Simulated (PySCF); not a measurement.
Compound: C₅H₆N₂Si.
Atom-mapped SMILES: `[N:1]#[C:2][SiH2:3][n:4]1[cH:5][cH:6][cH:7][cH:8]1` (hydrogens: H9, H10 on Si3; H11 on C5; H12 on C6; H13 on C7; H14 on C8)

The same species was optimised twice, with GFN2-xTB and with PBE0-D3(BJ)/def2-SVP (PySCF), and the same property calculations (PySCF, gas phase) were run on both structures.

```
      coordinate  GFN2-xTB  PBE0-D3(BJ)/def2-SVP  change
       N1≡C2 (Å)     1.145                 1.160  +0.015
      C2–Si3 (Å)     1.873                 1.860  -0.013
       C7–C8 (Å)     1.359                 1.372  +0.013
       C5–C6 (Å)     1.359                 1.372  +0.013
       N4–C8 (Å)     1.374                 1.385  +0.011
       N4–C5 (Å)     1.374                 1.385  +0.011
      Si3–N4 (Å)     1.743                 1.752  +0.009
       C6–C7 (Å)     1.417                 1.426  +0.009
   C2–Si3–N4 (°)     108.3                 109.9    +1.6
   Si3–N4–C8 (°)     126.7                 125.7    -1.0
    C5–N4–C8 (°)     107.1                 108.0    +0.9
    N4–C5–C6 (°)     109.5                 108.7    -0.8
    N4–C8–C7 (°)     109.5                 108.7    -0.8
   Si3–N4–C5 (°)     126.2                 125.8    -0.4
    C5–C6–C7 (°)     107.0                 107.3    +0.3
    C6–C7–C8 (°)     107.0                 107.3    +0.3
C2–Si3–N4–C5 (°)        83                    84      +1
```

Rotational constants: A = 4012, B = 1018, C = 985.9 MHz (GFN2-xTB) against A = 3897, B = 1014, C = 986.9 MHz (PBE0-D3(BJ)/def2-SVP).

On the GFN2-xTB structure: HOMO (eV) -6.63 [PBE0/pcSseg-1]; LUMO (eV) -0.99 [PBE0/pcSseg-1]; dipole (D) 3.33 [PBE0/pcSseg-1]; GIAO shielding of N1 (ppm) -97.3 [PBE0/pcSseg-1]; GIAO shielding of C2 (ppm) 64.2 [PBE0/pcSseg-1]; GIAO shielding of Si3 (ppm) 412.0 [PBE0/pcSseg-1]; GIAO shielding of N4 (ppm) 103.6 [PBE0/pcSseg-1]; GIAO shielding of C5/C8 (mean) (ppm) 58.6 [PBE0/pcSseg-1]; GIAO shielding of C6/C7 (mean) (ppm) 66.8 [PBE0/pcSseg-1].

Question: What do these properties become on the PBE0-D3(BJ)/def2-SVP structure?

Answer: 
```csv
property,level,on GFN2-xTB,on PBE0-D3(BJ)/def2-SVP,change
HOMO (eV),PBE0/pcSseg-1,-6.63,-6.65,-0.02
LUMO (eV),PBE0/pcSseg-1,-0.99,-1.07,-0.08
dipole (D),PBE0/pcSseg-1,3.33,3.18,-0.15
"energy, GFN2-xTB geometry as zero (kcal/mol)",PBE0/pcSseg-1,0.0,-0.9,-0.9
GIAO shielding of N1 (ppm),PBE0/pcSseg-1,-97.3,-108.8,-11.5
GIAO shielding of C2 (ppm),PBE0/pcSseg-1,64.2,60.6,-3.6
GIAO shielding of Si3 (ppm),PBE0/pcSseg-1,412.0,414.0,+2.0
GIAO shielding of N4 (ppm),PBE0/pcSseg-1,103.6,99.7,-3.9
GIAO shielding of C5/C8 (mean) (ppm),PBE0/pcSseg-1,58.6,55.5,-3.1
GIAO shielding of C6/C7 (mean) (ppm),PBE0/pcSseg-1,66.8,63.8,-3.0
```

The heavy atoms differ by 0.045 Å rms after alignment. Among bonds between heavy atoms N1≡C2 changes most (+0.015 Å). Changes are differences of the printed values. Neither structure is proved a minimum here.

The values belong to the conformer `[N:1]#[C:2][SiH2:3][n:4]1[cH:5][cH:6][cH:7][cH:8]1`: C2–Si3–N4–C5 84°.
